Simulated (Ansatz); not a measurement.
MnI2, relaxed as a doublet with UKS B3LYP-D4/def2-TZVP in Ansatz, starting from the B3LYP-D4/def2-TZVP geometry of the neutral sextet. Force threshold 0.02 eV/Å.

In the def2 sets I takes a core potential; there is no spin–orbit coupling. The charge 0 doublet is spin-contaminated (final ⟨S²⟩ up to 2.71, 0.75 for a pure state). At B3LYP-D4/def2-TZVP a sextet of charge 0 lies 2.53 eV below the doublet, each at its own geometry.

Start:

Cartesian coordinates in Å:
```
Mn 0.005 -0.010 0.000
I -1.871 -1.044 -1.359
I 1.866 1.054 1.359
```

```json
{"step": "1", "energy (eV)": "-47529.8608", "largest force component (eV/Å)": "0.297", "SCF passes": "294"}
{"step": "2", "energy (eV)": "-47529.8690", "largest force component (eV/Å)": "0.119", "SCF passes": "105"}
{"step": "3", "energy (eV)": "-47529.8704", "largest force component (eV/Å)": "0.007", "SCF passes": "46"}
```

Force components are those of the run's own axes.

End:

Cartesian coordinates in Å:
```
Mn 0.004 -0.007 0.000
I -1.847 -1.033 -1.343
I 1.844 1.040 1.342
```

By distances, no bond broke or formed. The bond that changes most is Mn1–I2, from 2.54 to 2.51 Å (atoms count from 1).

No frequencies were taken in this run, so the end may be a saddle point.

Hardware: 2 threads of Arm Neoverse N1 on a shared host. Wall time 3.1 min, peak host memory 0.95 GiB.
